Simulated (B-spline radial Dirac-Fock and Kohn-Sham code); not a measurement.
Auger parameter of barium: the L3 level and its strongest L3-MM line

These are calculated numbers from a radial finite-basis atomic code; the model is Dirac-Fock energy differences between relaxed states, corrected for Breit and QED terms. The modified Auger parameter α′ is the binding energy plus the kinetic energy of the Auger electron; it does not depend on the energy zero. For free ions it tends to fall with charge, since less charge screens the final holes.

| species | configuration | binding 2p3/2 (eV) | Auger line | kinetic (eV) | α′ (eV) |
| --- | --- | --- | --- | --- | --- |
| Ba | [Xe] 6s2 | 5256.3 | M3M3 J=2 | 3061.6 | 8317.9 |
| Ba | [Xe] 5d2 | 5252.4 | M3M3 J=2 | 3067.4 | 8319.8 |
| Ba⁺ | [Xe] 6s1 | 5262.5 | M3M3 J=2 | 3054.1 | 8316.6 |
| Ba²⁺ | [Kr] 4d10 5s2 5p6 | 5269.7 | M3M3 J=2 | 3045.9 | 8315.6 |
| Ba²⁺ (Watson 2.7 Å) | [Kr] 4d10 5s2 5p6 | 5259.0 | M3M3 J=2 | 3056.5 | 8315.6 |
| Ba²⁺ (Watson 3 Å) | [Kr] 4d10 5s2 5p6 | 5260.1 | M3M3 J=2 | 3055.5 | 8315.6 |
| Ba³⁺ | [Kr] 4d10 5s2 5p5 | 5283.9 | M3M3 J=2 | 3030.9 | 8314.8 |
| Ba⁴⁺ | [Kr] 4d10 5s2 5p4 | 5298.9 | M3M3 J=2 | 3015.1 | 8314.1 |
| Ba⁵⁺ | [Kr] 4d10 5s2 5p3 | 5314.9 | M3M3 J=2 | 2998.9 | 8313.8 |
| Ba⁶⁺ | [Kr] 4d10 5s2 5p2 | 5331.7 | M3M3 J=2 | 2981.6 | 8313.2 |
| Ba⁷⁺ | [Kr] 4d10 5s2 5p1 | 5349.3 | M3M3 J=2 | 2963.7 | 8313.0 |
